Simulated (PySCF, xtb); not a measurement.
BFBr2, SMILES FB(Br)Br.

Geometry optimised at B3LYP-D3(BJ)/def2-SVP.

Method: IEF-PCM-ωB97X/def2-SVP run with PySCF.

The values are the electrostatic part of the solvation free energy, E(continuum) − E(gas) at the gas-phase geometry, in a cavity of scaled van der Waals radii (PySCF's table); cavitation and dispersion terms are not included. In vacuum the orbital gap is 11.97 eV. The dipole moment in vacuum is 0.21 D.

Computed values in water (ε = 78.36), dimethylsulfoxide (ε = 46.83), benzene (ε = 2.27):
```tsv
solvent	ε	ΔG(elec) (kcal/mol)	dipole (D)	gap (eV)
water	78.36	-0.9	0.21	12.06
dimethylsulfoxide	46.83	-0.9	0.21	12.06
benzene	2.27	-0.4	0.21	12.01
```

For comparison, GFN2-xTB/ALPB(water) (xtb, at the GFN2-xTB geometry, all terms of that model) gives 0.3 kcal/mol.
